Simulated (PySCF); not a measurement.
PySCF job for C₃H₉Ge, SMILES [CH3][Ge]([CH3])[CH3], multiplicity 2, TDA-PBE/def2-SVPD. Geometry: ωB97X-D3(BJ)/def2-SVP. The isomer is the one that the SMILES or the coordinates give; other isomers of the formula were not compared.

```python
import numpy as np
from pyscf import gto, scf, dft, tdscf

mol = gto.M(
    atom='''
    C    -1.60281291   -0.92538447   -0.33853996
    Ge    0.00000000   -0.00000000    0.32472271
    C    -0.00000001    1.85076893   -0.33853995
    C     1.60281291   -0.92538446   -0.33853996
    H    -1.59724783   -0.92217147   -1.44218479
    H    -2.51993782   -0.42352509    0.00485783
    H    -1.62675239   -1.97056762    0.00485783
    H    -0.00000001    1.84434291   -1.44218480
    H     0.89318541    2.39409271    0.00485782
    H    -0.89318543    2.39409271    0.00485783
    H     1.59724781   -0.92217145   -1.44218480
    H     2.51993782   -0.42352508    0.00485781
    H     1.62675239   -1.97056762    0.00485782
    ''',
    basis='def2-SVPD',
    charge=0,
    spin=1,
    max_memory=1600,
    verbose=4,
)
mf = dft.UKS(mol, xc='pbe').density_fit(auxbasis='def2-universal-jkfit')
mf.grids.level = 3
mf.conv_tol = 1e-9
mf.max_cycle = 100
mf.kernel()
fine, coarse = mf.grids, dft.Grids(mol).set(level=1).build(with_non0tab=True)
for _ in range(3):  # follow internal instabilities
    mf.grids = coarse
    mo, _, stable, _ = mf.stability(return_status=True, nroots=4)
    mf.grids = fine
    if stable:
        break
    mf.kernel(mf.make_rdm1(mo, mf.mo_occ))
mf.grids = dft.Grids(mol).set(level=1).build(with_non0tab=True)  # coarser grid for the response kernel
td = tdscf.TDA(mf)
td.nstates = 10
td.conv_tol = 1e-4
td.positive_eig_threshold = 1e-6
td.kernel(x0=td.get_init_guess(mf, 15))
td.analyze()
```

It prints:

```
PySCF version 2.14.0

[INPUT] verbose = 4
[INPUT] num. atoms = 13
[INPUT] num. electrons = 59
[INPUT] charge = 0
[INPUT] spin (= nelec alpha-beta = 2S) = 1
[INPUT] symmetry False subgroup None
[INPUT] Mole.unit = angstrom
[INPUT] Symbol           X                Y                Z      unit          X                Y                Z       unit  Magmom
[INPUT]  1 C     -1.602812910000  -0.925384470000  -0.338539960000 AA   -3.028877428817  -1.748723208226  -0.639747806621 Bohr   0.0
[INPUT]  2 Ge     0.000000000000   0.000000000000   0.324722710000 AA    0.000000000000   0.000000000000   0.613636988327 Bohr   0.0
[INPUT]  3 C     -0.000000010000   1.850768930000  -0.338539950000 AA   -0.000000018897   3.497446397554  -0.639747787724 Bohr   0.0
[INPUT]  4 C      1.602812910000  -0.925384460000  -0.338539960000 AA    3.028877428817  -1.748723189329  -0.639747806621 Bohr   0.0
[INPUT]  5 H     -1.597247830000  -0.922171470000  -1.442184790000 AA   -3.018360951756  -1.742651518188  -2.725334274113 Bohr   0.0
[INPUT]  6 H     -2.519937820000  -0.423525090000   0.004857830000 AA   -4.761992330734  -0.800346426982   0.009179968260 Bohr   0.0
[INPUT]  7 H     -1.626752390000  -1.970567620000   0.004857830000 AA   -3.074116489582  -3.723833111736   0.009179968260 Bohr   0.0
[INPUT]  8 H     -0.000000010000   1.844342910000  -1.442184800000 AA   -0.000000018897   3.485302979683  -2.725334293011 Bohr   0.0
[INPUT]  9 H      0.893185410000   2.394092710000   0.004857820000 AA    1.687875803357   4.524179538718   0.009179949362 Bohr   0.0
[INPUT] 10 H     -0.893185430000   2.394092710000   0.004857830000 AA   -1.687875841152   4.524179538718   0.009179968260 Bohr   0.0
[INPUT] 11 H      1.597247810000  -0.922171450000  -1.442184800000 AA    3.018360913961  -1.742651480393  -2.725334293011 Bohr   0.0
[INPUT] 12 H      2.519937820000  -0.423525080000   0.004857810000 AA    4.761992330734  -0.800346408085   0.009179930465 Bohr   0.0
[INPUT] 13 H      1.626752390000  -1.970567620000   0.004857820000 AA    3.074116489582  -3.723833111736   0.009179949362 Bohr   0.0

nuclear repulsion = 280.200590775369
number of shells = 74
number of NR pGTOs = 260
number of NR cGTOs = 170
basis = def2-SVPD
ecp = {}


[settings echo left out]
init E= -2195.07512285066
  alpha nocc = 30  HOMO = -0.172949486787427  LUMO = -0.0274923163582512
  beta  nocc = 29  HOMO = -0.342191530259424  LUMO = -0.172949486787425

WARN: HOMO -0.172949486787427 >= LUMO -0.172949486787425

cycle= 1 E= -2195.73658913225  delta_E= -0.661  |g|= 0.575  |ddm|= 3.04
  alpha nocc = 30  HOMO = -0.135871282122466  LUMO = 0.0244458741306159
  beta  nocc = 29  HOMO = -0.180890961014633  LUMO = -0.0913621389131296
  HOMO = -0.135871282122  LUMO = -0.0913621389131  gap/eV = 1.21116
cycle= 2 E= -2195.51025860125  delta_E= 0.226  |g|= 0.885  |ddm|= 1.45
  alpha nocc = 30  HOMO = -0.149231168867791  LUMO = -0.000749726486445557
  beta  nocc = 29  HOMO = -0.258837550643935  LUMO = -0.102441087543424
  HOMO = -0.149231168868  LUMO = -0.102441087543  gap/eV = 1.27322
cycle= 3 E= -2195.87502340183  delta_E= -0.365  |g|= 0.0446  |ddm|= 0.905
  alpha nocc = 30  HOMO = -0.156203497793454  LUMO = 0.00104053840153684
  beta  nocc = 29  HOMO = -0.256983773866159  LUMO = -0.107334948776075
  HOMO = -0.156203497793  LUMO = -0.107334948776  gap/eV = 1.32978
cycle= 4 E= -2195.87623859619  delta_E= -0.00122  |g|= 0.0163  |ddm|= 0.0932
  alpha nocc = 30  HOMO = -0.155613332923265  LUMO = 0.000288931597141495
  beta  nocc = 29  HOMO = -0.257391933232117  LUMO = -0.105904561124107
  HOMO = -0.155613332923  LUMO = -0.105904561124  gap/eV = 1.35264
cycle= 5 E= -2195.87639094274  delta_E= -0.000152  |g|= 0.00136  |ddm|= 0.0256
  alpha nocc = 30  HOMO = -0.155104998730042  LUMO = 0.000369829188556103
  beta  nocc = 29  HOMO = -0.257096570348785  LUMO = -0.105285497614397
  HOMO = -0.15510499873  LUMO = -0.105285497614  gap/eV = 1.35566
cycle= 6 E= -2195.87639171114  delta_E= -7.68e-07  |g|= 0.000802  |ddm|= 0.00464
  alpha nocc = 30  HOMO = -0.155273566785294  LUMO = 0.000348070830956448
  beta  nocc = 29  HOMO = -0.257234429410888  LUMO = -0.105417312408906
  HOMO = -0.155273566785  LUMO = -0.105417312409  gap/eV = 1.35666
cycle= 7 E= -2195.87639204854  delta_E= -3.37e-07  |g|= 0.000144  |ddm|= 0.00162
  alpha nocc = 30  HOMO = -0.15529238001822  LUMO = 0.000346506453843265
  beta  nocc = 29  HOMO = -0.257229273867893  LUMO = -0.105415071553222
  HOMO = -0.155292380018  LUMO = -0.105415071553  gap/eV = 1.35723
cycle= 8 E= -2195.87639205924  delta_E= -1.07e-08  |g|= 2.51e-05  |ddm|= 0.000418
  alpha nocc = 30  HOMO = -0.155289249685853  LUMO = 0.000348094099969387
  beta  nocc = 29  HOMO = -0.257226919583287  LUMO = -0.105410038239986
  HOMO = -0.155289249686  LUMO = -0.10541003824  gap/eV = 1.35728
cycle= 9 E= -2195.87639205966  delta_E= -4.23e-10  |g|= 1.14e-05  |ddm|= 7.02e-05
  alpha nocc = 30  HOMO = -0.155291354899154  LUMO = 0.000347708622031373
  beta  nocc = 29  HOMO = -0.257228912894494  LUMO = -0.105411771688337
  HOMO = -0.155291354899  LUMO = -0.105411771688  gap/eV = 1.35729
Extra cycle  E= -2195.87639205966  delta_E= -2.27e-12  |g|= 1.23e-05  |ddm|= 4.28e-05
converged SCF energy = -2195.87639205966  <S^2> = 0.75135771  2S+1 = 2.0013573
tot grids = 45208
uhf_internal: lowest eigs of H = [1.07862252 1.08750192 1.09293613 1.09825476]
<class 'pyscf.df.df_jk.DFUKS'> wavefunction is stable in the internal stability analysis
tot grids = 45208
Overwritten attributes  positive_eig_threshold  of <class 'pyscf.tdscf.uks.TDA'>


******** <class 'pyscf.tdscf.uks.TDA'> for <class 'pyscf.df.df_jk.DFUKS'> ********
nstates = 10
deg_eia_thresh = 1.000e-03
wfnsym = None
conv_tol = 0.0001
eigh lindep = 1e-12
eigh level_shift = 0
eigh max_cycle = 100


Excitation energies (eV)
[4.14235564 4.1848862  4.1849171  4.72919845 4.72940676 5.25628361
 5.79060118 6.05397439 6.0542817  6.29831873]

** Excitation energies and oscillator strengths **
Excited State   1:      4.14236 eV    299.31 nm  f=0.0009
      30a ->   31a      0.99865
Excited State   2:      4.18489 eV    296.27 nm  f=0.0139
      28b ->   30b      0.99391
Excited State   3:      4.18492 eV    296.26 nm  f=0.0139
      29b ->   30b     -0.99391
Excited State   4:      4.72920 eV    262.17 nm  f=0.0584
      30a ->   33a     -0.99626
Excited State   5:      4.72941 eV    262.16 nm  f=0.0584
      30a ->   32a      0.99626
Excited State   6:      5.25628 eV    235.88 nm  f=0.1298
      30a ->   34a     -0.99873
Excited State   7:      5.79060 eV    214.11 nm  f=0.0004
      30a ->   35a     -0.99761
Excited State   8:      6.05397 eV    204.80 nm  f=0.0059
      30a ->   37a     -0.99730
Excited State   9:      6.05428 eV    204.79 nm  f=0.0059
      30a ->   36a     -0.99729
Excited State  10:      6.29832 eV    196.85 nm  f=0.0126
      30a ->   39a      0.98651

** Transition electric dipole moments (AU) **
state          X           Y           Z        Dip. S.      Osc.
  1         0.0000      0.0002      0.0917      0.0084      0.0009
  2        -0.3676     -0.0001      0.0000      0.1351      0.0139
  3         0.0001     -0.3676      0.0000      0.1351      0.0139
  4        -0.7101     -0.0000      0.0000      0.5042      0.0584
  5        -0.0000      0.7101      0.0001      0.5042      0.0584
  6        -0.0000      0.0001     -1.0040      1.0081      0.1298
  7         0.0000     -0.0000     -0.0535      0.0029      0.0004
  8         0.1996      0.0000      0.0000      0.0398      0.0059
  9        -0.0000      0.1995     -0.0003      0.0398      0.0059
 10        -0.2854     -0.0000      0.0000      0.0815      0.0126

** Transition velocity dipole moments (imaginary part, AU) **
state          X           Y           Z        Dip. S.      Osc.
  1         0.0000      0.0000      0.0128      0.0002      0.0007
  2        -0.0408     -0.0000      0.0000      0.0017      0.0072
  3         0.0000     -0.0408      0.0000      0.0017      0.0072
  4        -0.0792     -0.0000      0.0000      0.0063      0.0240
  5        -0.0000      0.0792      0.0000      0.0063      0.0240
  6        -0.0000      0.0000     -0.1843      0.0340      0.1172
  7         0.0000     -0.0000      0.0304      0.0009      0.0029
  8         0.0184      0.0000     -0.0000      0.0003      0.0010
  9        -0.0000      0.0183     -0.0001      0.0003      0.0010
 10        -0.0393     -0.0000      0.0000      0.0015      0.0044

** Transition magnetic dipole moments (imaginary part, AU) **
state          X           Y           Z
  1         0.0003     -0.0000     -0.0000
  2        -0.0002      0.7292     -0.0001
  3        -0.7291     -0.0002      0.0000
  4        -0.0000      0.7225     -0.0000
  5         0.7226      0.0000      0.0000
  6         0.0000     -0.0000      0.0000
  7         0.0001     -0.0000      0.0000
  8         0.0000     -0.3877      0.0001
  9         0.3876      0.0000      0.0000
 10        -0.0001      0.5020     -0.0000
```

The run converged.
